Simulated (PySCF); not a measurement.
Frontier levels across methods

Species: trifluoroacetic acid, C2HF3O2.
Z-matrix (Å and degrees, PBE0-D3(BJ)/def2-SVP geometry), rows numbered from 1:
```
O 
C   1  1.1936
O   2  1.3257  1  126.30
C   2  1.5399  1  123.48  3  -179.18
F   4  1.3194  2  110.13  1    -6.07
F   4  1.3310  2  109.77  1   113.81
F   4  1.3293  2  110.62  1  -126.56
H   3  0.9705  2  107.57  1    -0.16
```

Basis pcSseg-2 throughout (PySCF), one geometry. Isolated species at its PBE0-D3(BJ)/def2-SVP geometry (one conformer only).

Question: How do the orbital energies, the gap and the dipole change with the method?

Answer: 
```json
{"method": "OPBE", "kind": "GGA", "HOMO (eV)": "-7.38", "LUMO (eV)": "-2.10", "gap (eV)": "5.28", "μ (D)": "2.15", "SCF cycles": "16"}
{"method": "KT2", "kind": "GGA", "HOMO (eV)": "-7.69", "LUMO (eV)": "-2.26", "gap (eV)": "5.43", "μ (D)": "2.13", "SCF cycles": "16"}
{"method": "LDA", "kind": "LDA", "HOMO (eV)": "-7.75", "LUMO (eV)": "-2.62", "gap (eV)": "5.13", "μ (D)": "2.23", "SCF cycles": "15"}
{"method": "B3LYP", "kind": "global hybrid", "HOMO (eV)": "-9.03", "LUMO (eV)": "-1.49", "gap (eV)": "7.55", "μ (D)": "2.22", "SCF cycles": "14"}
{"method": "mPW1PW91", "kind": "global hybrid", "HOMO (eV)": "-9.30", "LUMO (eV)": "-1.19", "gap (eV)": "8.11", "μ (D)": "2.23", "SCF cycles": "13"}
{"method": "BHandHLYP", "kind": "global hybrid", "HOMO (eV)": "-11.04", "LUMO (eV)": "0.04", "gap (eV)": "11.08", "μ (D)": "2.28", "SCF cycles": "13"}
{"method": "LC-wPBE", "kind": "range-separated hybrid", "HOMO (eV)": "-12.11", "LUMO (eV)": "1.33", "gap (eV)": "13.44", "μ (D)": "2.25", "SCF cycles": "15"}
{"method": "HF", "kind": "Hartree–Fock", "HOMO (eV)": "-13.75", "LUMO (eV)": "2.36", "gap (eV)": "16.11", "μ (D)": "2.31", "SCF cycles": "12"}
```

The HOMO spans 6.37 eV, from OPBE down to HF, and the gap runs from 5.13 eV (LDA) to 16.11 eV (HF). Over the methods OPBE (0 %), KT2 (0 %), LDA (0 %), B3LYP (20 %), mPW1PW91 (25 %), BHandHLYP (50 %), HF (100 %), a straight line through the gap against the share of exact exchange rises by 1.09 eV for each 10 % (correlation coefficient 0.999). The dipole ranges from 2.13 D (KT2) to 2.31 D (HF). This basis has no diffuse functions.

The vertical ΔSCF ionisation energy at wB97X-D/def2-SVPD is 12.00 eV; −ε(HOMO) comes closest to it with LC-wPBE (12.11 eV).
